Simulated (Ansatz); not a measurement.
Coupled-cluster diagnostics for WOF4, Ansatz.

Geometry of the singlet (PBE0-D4/def2-SVP):

```tsv
atom	x (Å)	y (Å)	z (Å)
W1	0.003	0.016	-0.039
O2	0.115	0.659	-1.576
F3	-1.359	-1.236	-0.139
F4	-1.221	1.091	0.843
F5	1.300	0.898	0.948
F6	1.162	-1.429	-0.036
```

In the def2 sets W takes a core potential; there is no spin–orbit coupling. Correlated methods freeze 5 core orbitals; core or outer-core shells of W are correlated, in sets that lack core-valence functions.

Q: Estimate the CCSD(T) correlation energy, the shares of MP2 and (T), T1 and the reference's ⟨S²⟩ for: charge 0, singlet, own geometry in def2-SVP; charge 1, doublet, vertical in def2-SVP; and the rough time on 4 threads of Intel Xeon on a shared host.

A: 
```csv
state,basis,correlation (eV),MP2 share (%),(T) share (%),T1,⟨S²⟩ (pure),wall time
"charge 0, singlet, own geometry",def2-SVP,-35.801,100.6,3.5,0.021,0.00 (0.00),10 s
"charge 1, doublet, vertical",def2-SVP,-35.156,98.5,4.0,0.033,0.77 (0.75),37 s
```
Customary marks for T1 are 0.02 (closed shells), 0.045 (open shells) and about 0.05 (3d metals). T1 exceeds 0.02 in 2 of 2 rows and 0.045 in 0; the higher it lies, the less the single-reference result can be trusted.
